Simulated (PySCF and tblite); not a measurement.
Results of a calculation; reference values are marked as such.
System: C4H9NSSi, numbered as in [CH2:1]=[CH:2][N:3]([CH3:4])[C:5]([SiH3:6])=[S:7].

Geometries: GFN2-xTB; energies: PBE0/pcSseg-1 + D3(BJ), IEF-PCM chloroform; zero-point and thermal terms from GFN2-xTB harmonic modes (soft modes blended into free rotors). Rates follow Eyring's equation with the number of equivalent paths and no tunnelling. (PySCF 2.14 with density fitting, tblite 0.8.)

(1) Estimate the barrier and the room-temperature rate of the rotation about the C2–N3 bond (torsion C1–C2–N3–C4 from 0° to 143°, rising).

Answers

(1) The electronic barrier is 4.4 kcal/mol and ΔG‡(298 K) 3.4 kcal/mol, over a C1 saddle with an imaginary mode of 121i cm⁻¹ (GFN2-xTB). With 2 equivalent paths, k is 4.2×10¹⁰ s⁻¹, a mean lifetime of the start of 24 ps against this motion. The end lies 2.0 kcal/mol above the start in free energy.
